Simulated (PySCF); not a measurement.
Values are calculated unless marked as measured or tabulated.
## AlCl4(-)

AlCl4(-) is a small molecule, charge -1, singlet. The structure was relaxed in the gas phase by PBE0-D3(BJ)/def2-SVP. No frequency run checks that it is a minimum.

SMILES: [Cl][Al-]([Cl])([Cl])[Cl]

```xyz
5

Cl    1.928   -0.340   -0.912
Al    0.032    0.003    0.065
Cl    0.277   -0.210    2.201
Cl   -0.662    1.998   -0.385
Cl   -1.412   -1.439   -0.643
```
(Å; atoms numbered from 1)

Shieldings: GIAO PBE0/aug-pcSseg-2.  Core levels by delta-SCF with SCAN, aug-pcX-2 on the ionised atom and aug-pcseg-1 elsewhere, spin-free X2C (2p3/2 is the spin-free 2p value less a third of a first-order spin-orbit splitting); from the vacuum level, for chosen atoms.

Problem. Give the NMR and core-level values of the distinct atoms.

Solution. 
```json
{"atoms": "Cl1 Cl3 Cl4 Cl5", "bonded to": "1 Al", "σ (ppm)": "936.1", "δ (ppm)": "-", "core level (eV)": "2p3/2 201.19"}
{"atoms": "Al2", "bonded to": "4 Cl", "σ (ppm)": "452.7", "δ (ppm)": "-", "core level (eV)": "2p3/2 77.32"}
```

Values are those of this one static structure; atoms that internal rotation interchanges would show their mean in an NMR spectrum.

Problem. By CAM-B3LYP/def2-SVPD (TDDFT singlets, Tamm-Dancoff triplets, ionisation by delta-SCF), where does absorption start, and what does vertical ionisation take?

Solution. The first singlet with intensity lies at 7.66 eV (f 0.275); what lies below it is dark. The lowest singlet lies at 7.07 eV (f 0.000), the strongest of the first 6 at 7.67 eV (f 0.275), the lowest triplet at 6.93 eV; vertical ionisation takes 6.73 eV.

Excited states of gas-phase anions may lie above the detachment limit and hang on the basis.
